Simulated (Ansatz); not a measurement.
```yaml
crystal:
  periodic: [false, false, false]
  atoms:
    - {symbol: C, position_ang: [2.486725, -1.085143, -1.442260]}
    - {symbol: O, position_ang: [0.920714, -0.406374, -1.254822]}
    - {symbol: Zr, position_ang: [-0.899494, 0.415346, -0.453001]}
    - {symbol: Cl, position_ang: [-2.326433, -0.635784, -1.725313]}
    - {symbol: N, position_ang: [-0.500527, 2.073424, -0.910342]}
    - {symbol: C, position_ang: [-0.542168, 3.352815, -0.553154]}
    - {symbol: O, position_ang: [-0.655517, 4.524327, -0.704854]}
    - {symbol: O, position_ang: [-0.867212, -0.901632, 2.562879]}
    - {symbol: C, position_ang: [-1.167212, -0.901632, 2.562879]}
    - {symbol: H, position_ang: [2.940023, -0.428637, -1.717992]}
    - {symbol: H, position_ang: [1.903719, -1.896128, -2.343235]}
    - {symbol: H, position_ang: [2.419088, -1.498027, -0.585442]}
    - {symbol: H, position_ang: [-0.452193, -1.491447, 2.802991]}
    - {symbol: H, position_ang: [-1.803064, -1.354055, 2.480150]}
    - {symbol: H, position_ang: [-1.302589, 0.190114, 3.046528]}
basis:
  gaussian: {orbitals: def2-mTZVPP, final_grid: {core_spheres: 8, valence_spheres: 7, degree: 23}}
hamiltonian: {xc: {name: BLYP}, dispersion: d3bj}
```

```sh
$ ansatz run in.yaml --threads 2 --pin off --events-out ev --progress --plain --max-ram 20480MiB --backend cpu
```

Shortened log:

```
Functional definition: BLYP
2090 factors; their error is unknown
mean field evaluation 1: about -23984.8834 eV, gradient 2.0e2 eV
mean field evaluation 2: about -22876.8401 eV, gradient 3.9e2 eV
mean field evaluation 4: about -24058.1468 eV, gradient 6.0e1 eV
mean field evaluation 8: about -24066.6822 eV, gradient 1.7e1 eV
mean field evaluation 16: about -24067.2954 eV, gradient 6.5e-2 eV
mean field -24067.29544723 eV, -884.4567942869 hartree, gradient 7.9e-5 eV, S^2 0.000000; 1 other end points of the search recorded, 0 dependent functions left out
reference -24067.29595396 eV, -884.4568129088 hartree; 42, 42 occupied and 201, 201 virtual orbitals, 2090 factors
Total energy: -24068.03374779 eV, -884.4839263319 hartree
```

(1) Something in this input is off. What?

Answers

(1) One atom was put on top of another. Self-consistency was reached. The result belongs to that input, not to the molecule as meant.
